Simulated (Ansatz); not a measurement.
Geometry optimisation, RKS B3LYP/def2-SVP (Ansatz).

Input file:

```yaml
crystal:
  periodic: [false, false, false]
  atoms:
    - { symbol: Sn, position_ang: [0.0, 0.0, 0.0] }
    - { symbol: H, position_ang: [0.923, 0.0, 1.7063] }
    - { symbol: Cl, position_ang: [2.5085, 0.0, 0.7209] }
    - { symbol: H, position_ang: [-0.8195, 1.4198, -0.5794] }
    - { symbol: Cl, position_ang: [-1.1351, -1.9666, -0.8025] }
basis:
  gaussian: { orbitals: def2-SVP }
hamiltonian:
  xc: b3lyp
relax:
  f_tol: 0.15
  max_steps: 25
  restrain:
    - { distance: [1, 2], at: 1.37, k: 30.0 }
    - { distance: [0, 1], at: 2.94, k: 30.0 }
    - { distance: [0, 2], at: 3.61, k: 30.0 }
output:
  orbitals: {}
```

Launched with:

```bash
$ ansatz run input.yaml --threads 1 --pin off --max-ram 2048MiB --backend cpu --events-out ev --progress --plain --runs-dir out
```

**Question.** Where does it end, and by what steps?

**Answer.** The forces met the threshold. The restraints hold the end off the free minimum. After 7 steps the energy has fallen by 1.682 eV (the restraints' own energy left out); H2 moved furthest, 0.81 Å. Parted: Sn1–H2 (1.94 → 2.94 Å), Sn1–Cl3 (2.61 → 3.61 Å). Joined: H2–Cl3 (1.87 → 1.33 Å).

```tsv
step	energy less start (eV)	largest force component (eV/Å)	accepted
0	0.0000	3.011	yes
1	0.6872	4.263	yes
2	1.0461	4.415	yes
3	0.4977	4.164	yes
4	-0.8307	2.520	yes
5	-1.3993	1.239	yes
6	-1.6243	1.117	yes
7	-1.6823	0.921	yes
```

```xyz
5
Properties=species:S:1:pos:R:3
Sn -0.719 0.028 0.234
H 1.707 -0.119 1.891
Cl 2.773 0.147 1.134
H -0.942 1.249 -1.066
Cl -1.342 -1.852 -1.148
```

Time of the run: 26 s on 1 thread of Arm Neoverse V1 (shared host), peak memory 0.15 GiB.
